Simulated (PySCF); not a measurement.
An unknown is described by computed data only.

Formula: CH7ClSi2.

| Item | Value |
| --- | --- |
| 13C NMR | chemical shifts (computed TMS as zero) by class: 31.9 (1 C) ppm [GIAO PBE/pcSseg-2] |
| Valence photoelectron | vertical ionisation energy: 10.08 eV [ΔSCF CAM-B3LYP/def2-SVPD] |
| XPS | Si2p3/2 106.7, Si2p3/2 106.7, Cl2p3/2 205.9, C1s 291.9, Si1s 1846.4, Si1s 1846.4, Cl1s 2828.5 eV [ΔSCF SCAN, pcX-2 on the ionised atom, pcseg-1 elsewhere, spin-free X2C, 2p3/2 from a spin–orbit splitting computed afterwards within the 2p shell] |
| NMR, other nuclei | isotropic shieldings of nuclei other than C and H, by class: 389 (1 Si), 443 (1 Si), 836 (1 Cl) ppm [GIAO PBE/pcSseg-2] |
| Rotational structure | rotational constants A, B, C: 12.758, 1.097, 1.042 GHz [PBE0-D3(BJ)/def2-SVP] |
| Dipole | 1.74 D [CAM-B3LYP/def2-SVPD] |

Electronic properties: PySCF, gas phase, density fitting. Levels stand in brackets. The structure is a single PBE0-D3(BJ)/def2-SVP conformer in the gas phase; no vibrational or solvent corrections. Each NMR value is the plain mean over a class of atoms that symmetry, rotation or inversion makes alike.

Question: Give a SMILES that accounts for the data.

Answer: Numbering: `[SiH3:1][SiH2:2][CH2:3][Cl:4]`. Its formula, CH7ClSi2, gives 0 degrees of unsaturation, so no ring and no π bond. The one carbon: sp3 C–Cl carbon [C3] (31.9 ppm). The other shieldings belong to: 389 ppm, SiH2 silicon [Si2]; 443 ppm, SiH3 silicon [Si1]; 836 ppm, alkyl chlorine [Cl4]. The core levels belong to: Si2p3/2 106.7 eV, SiH2 silicon [Si2]; Si2p3/2 106.7 eV, SiH3 silicon [Si1]; Cl2p3/2 205.9 eV, alkyl chlorine [Cl4]; C1s 291.9 eV, sp3 C–Cl carbon [C3]; Si1s 1846.4 eV, SiH2 silicon [Si2]; Si1s 1846.4 eV, SiH3 silicon [Si1]; Cl1s 2828.5 eV, alkyl chlorine [Cl4]. The first electron is taken from the HOMO, whose largest Löwdin shares are 0.41 on the alkyl chlorine, 0.19 on the SiH2 silicon, 0.18 on the SiH3 silicon and 0.11 on the sp3 C–Cl carbon. The optimised geometry has point group Cs and is an asymmetric top. Structure: `[SiH3][SiH2]CCl`. Computed isomers that give other values at the same levels: `[SiH3]C([SiH3])Cl` (core binding energies: Si2p3/2 107.1 (×2), Cl2p3/2 205.9, C1s 291.5, Si1s 1846.8 (×2), Cl1s 2828.5 eV); `[SiH3]C[SiH2]Cl` (rotational constant A: 13.549 GHz; this holds for the one conformer computed); `C[SiH2][SiH2]Cl` (rotational constant A: 9.163 GHz; this holds for the one conformer computed). The assignments are read from this structure; whether some other isomer fits the data as well wasn't checked.

Conformer computed: `[SiH3:1][SiH2:2][CH2:3][Cl:4]`: Si1–Si2–C3–Cl4 180°.
